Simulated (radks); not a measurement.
Valence configurations of Co+ (all share [Ar]). Calculated with a radial shooting solver on a logarithmic mesh with Libxc functionals: scalar-relativistic Kohn-Sham, r2SCAN, spin-polarised, spherical densities, finite nucleus; open shells are filled with parallel spins first; meta-GGA in the generalised Kohn-Sham scheme; Fermi nuclear charge, rms radius 3.7875 fm. Energies are relative to 3d8; eigenvalues in eV for spin up.

| valence | E (eV) | moment (Bohr magnetons) | e(3d) | e(4p) | e(4s) |
|---|---|---|---|---|---|
| 3d8 | 0.000 | 2 | -13.194 | - | - |
| 3d7 4p1 | 6.021 | 4 | -20.121 | -8.640 | - |
| 3d6 4p2 | 15.065 | 6 | -27.861 | -10.869 | - |
| 3d5 4p3 | 27.796 | 8 | -36.320 | -12.840 | - |
| 3d7 4s1 | 0.266 | 4 | -18.639 | - | -13.801 |
| 3d4 4p4 | 58.654 | 6 | -45.211 | -14.462 | - |
| 3d6 4s2 | 4.629 | 4 | -25.259 | - | -15.148 |
| 3d7.5 4p0.5 | 2.687 | 3 | -16.553 | -7.401 | - |
| 3d7.5 4s0.5 | 0.044 | 3 | -15.809 | - | -12.341 |
| 3d6 4s1 4p1 | 8.516 | 6 | -26.471 | -10.226 | -16.832 |

NIST lists [Ar] 3d8 as the ground configuration; this level of theory agrees among the configurations tried. The energies are those of spherical high-spin densities, not of single terms.
